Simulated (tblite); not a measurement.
C₅H₇O₃ (doublet state).
Geometry (GFN2-xTB, Å), atoms numbered from 1 in this order:
```xyz
15
C5H7O3 angstrom
O     -1.9733   -0.5051    1.2480
C     -2.0477    0.2888    0.3567
O     -1.4879    0.2045   -0.8368
C     -0.6625   -0.9232   -1.0972
C      0.8082   -0.6580   -0.7087
C      1.0753   -0.0430    0.6113
C      1.5907    1.1426   -0.1065
O      1.3713    0.4864   -1.3608
H     -2.6305    1.2243    0.4040
H     -0.7238   -1.0996   -2.1719
H     -1.0270   -1.7866   -0.5316
H      1.3689   -1.5745   -0.9498
H      0.6816   -0.2092    1.5899
H      2.6494    1.3925    0.0417
H      1.0028    2.0683   -0.0160
```

Computed with GFN2-xTB (tblite): harmonic, unscaled wavenumbers at the GFN2-xTB geometry, gas phase. Against measured fundamentals such values can be off by several per cent, at times by over 20. One conformer, not necessarily the lowest. Open shells enter through the occupations alone, without spin polarisation, and single modes of such species can be off by tens of per cent.

Harmonic wavenumbers (cm⁻¹): 47.8, 89.9, 120.3, 213.1, 254.1, 305.2, 346.3, 370.9, 624.7, 720.4, 782.6, 886.7, 905.5, 928.7, 938.5, 966.6, 1001.9, 1023.7, 1054.1, 1060.0, 1125.5, 1141.7, 1170.3, 1214.2, 1221.3, 1243.8, 1255.8, 1307.4, 1352.9, 1395.6, 1429.3, 1782.2, 2818.1, 2825.7, 2832.2, 2880.2, 2950.7, 2996.7, 3191.7.

A = 4034, B = 1584, C = 1426 MHz; mass 115.040 u (most abundant isotopes); point group C1, symmetry number 1; spin multiplicity 2.

Problem. Zero-point energy?

Solution. ½Σν̃ = 24388 cm⁻¹ = 69.73 kcal/mol.

Problem. Entropy at 350 K, 1 bar (ideal gas, RRHO, classical rotation)?

Solution. Translation 40.96, rotation 28.44, vibration 25.21, spin (R ln 2) 1.38: S = 96.0 cal/(mol K).

Problem. And Cp and H(350 K) − H(0)?

Solution. Cp = 34.64 cal/(mol K), of which vibrations give 26.69 (their classical limit is 39 R = 77.5); H(350 K) − H(0) = 7.38 kcal/mol without the zero-point energy, 4.60 from vibrations.

Problem. How do the functions run with temperature in this model?

Solution. 
| T (K) | S (cal/(mol K)) | Cp (cal/(mol K)) | H − H(0) (kcal/mol) | G − H(0) (kcal/mol) | ln q(vib) |
| --- | --- | --- | --- | --- | --- |
| 150 | 74.4 | 19.3 | 2.06 | -9.09 | 2.28 |
| 250 | 85.8 | 26.3 | 4.33 | -17.12 | 4.20 |
| 298.15 | 90.8 | 30.3 | 5.69 | -21.37 | 5.10 |
| 400 | 100.9 | 38.7 | 9.21 | -31.14 | 7.03 |
| 600 | 119.2 | 51.6 | 18.33 | -53.18 | 10.83 |
| 900 | 142.5 | 63.4 | 35.74 | -92.56 | 16.36 |

q(vib) and H(0) count from the zero-point level.

Problem. What must be added to the electronic energy to get the Gibbs energy at 350 K and 1 bar?

Solution. ZPE + [H(350 K) − H(0)] − T·S = 69.73 + 7.38 − 33.60 = 43.51 kcal/mol.

Hindered rotation and anharmonicity are outside this model. Other conformers, if any are populated, would add a mixing term that is left out. The structure is chiral; the term R ln 2 for an equal mix with its mirror image is left out.

On Arm Neoverse V2, one thread, shared host with 32 logical CPUs at a one-minute load of 10, this took 0.31 s wall. This covers the Hessian and the dipole derivatives.
